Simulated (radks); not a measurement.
Neutral strontium inside a hard spherical wall (all orbitals vanish at R), configuration held at [Kr] 5s2 and not refilled when levels cross. Calculated with a radial shooting solver on a logarithmic mesh with Libxc functionals: scalar-relativistic Kohn-Sham, PBEsol, spin-polarised, spherical densities, finite nucleus; Fermi nuclear charge, rms radius 4.224 fm. Eigenvalues in eV for spin up, with the zero of energy where the potential of the charges vanishes at infinity; a dash marks a level that is unbound or too diffuse for the functional's potential to be trusted. A positive occupied level is held by the wall or, in an anion where self-interaction has pushed it up, behind a barrier. The pressure on the wall is -dE/dV.

| R (bohr) | E (hartree) | kinetic (hartree) | e(3d) | e(4s) | e(4p) | e(5s) | e(4d, empty) | e(5p, empty) | pressure (GPa) |
|---|---|---|---|---|---|---|---|---|---|
| free | -3177.54333 | 3258.169 | -128.02 | -40.874 | -22.807 | -3.536 | -1.288 | -1.268 | 0 |
| 12 | -3177.54281 | 3258.175 | -127.97 | -40.826 | -22.760 | -3.502 | -1.240 | -1.162 | 0.00810 |
| 10 | -3177.53991 | 3258.197 | -127.79 | -40.655 | -22.592 | -3.372 | -1.084 | -0.892 | 0.0743 |
| 8 | -3177.52216 | 3258.298 | -127.15 | -40.041 | -21.994 | -2.824 | -0.522 | 0.062 | 0.695 |
| 7 | -3177.49158 | 3258.438 | -126.43 | -39.367 | -21.342 | -2.082 | 0.128 | 1.252 | 2.21 |
| 6 | -3177.41612 | 3258.734 | -125.24 | -38.266 | -20.289 | -0.529 | 1.286 | 3.610 | 7.54 |
| 4 | -3176.60950 | 3261.545 | -118.58 | -32.812 | -15.077 | 12.399 | 8.299 | 20.989 | 157 |
| 3.5 | -3175.82530 | 3264.257 | -113.81 | -29.308 | -11.543 | 23.128 | 13.299 | 34.107 | 425 |
| 2 | -3158.62099 | 3314.840 | -61.788 | 17.242 | 40.974 | 185.85 | 81.444 | 209.59 | 22000 |
| 1.5 | -3120.72814 | 3412.394 | -4.282 | 105.55 | 138.25 | 452.88 | 190.92 | 479.54 | 146000 |
